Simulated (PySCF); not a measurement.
Ti(Cl)3(OMe) (CH3Cl3OTi), SMILES C[O][Ti]([Cl])([Cl])[Cl], multiplicity 1. Heavy atoms are numbered as in [Ti:1]([Cl:2])([Cl:3])([Cl:4])[O:5][CH3:6]. Hydrogens are named by the atom that carries them.

Coordinates come from a PBE0-D3(BJ)/def2-SVP optimisation. The multiplicity is an assumed one; other spin states were not compared. One conformer was computed; it need not be the lowest.

All values below come from PBE/def2-TZVP in PySCF.

ESP charges are fitted to the potential on shells at 1.4 to 2.0 van der Waals radii. Atomic charges (e), one atom of each kind:

| atom | Löwdin | Mulliken | IAO | ESP fit |
|---|---|---|---|---|
| Ti1 | -0.63 | 1.10 | … | 0.26 |
| Cl2 | 0.18 | -0.30 | … | -0.13 |
| O5 | 0.07 | -0.43 | … | -0.01 |
| C6 (CH3) | -0.35 | -0.21 | -0.22 | -0.34 |
| H on C6 | 0.13 | 0.14 | 0.16 | 0.15 |

Some entries are withheld; supply them. (The exact figures need the calculation; the answer reports its results.)


- Ti1, IAO: 1.09
- Cl2, IAO: -0.33
- O5, IAO: -0.39
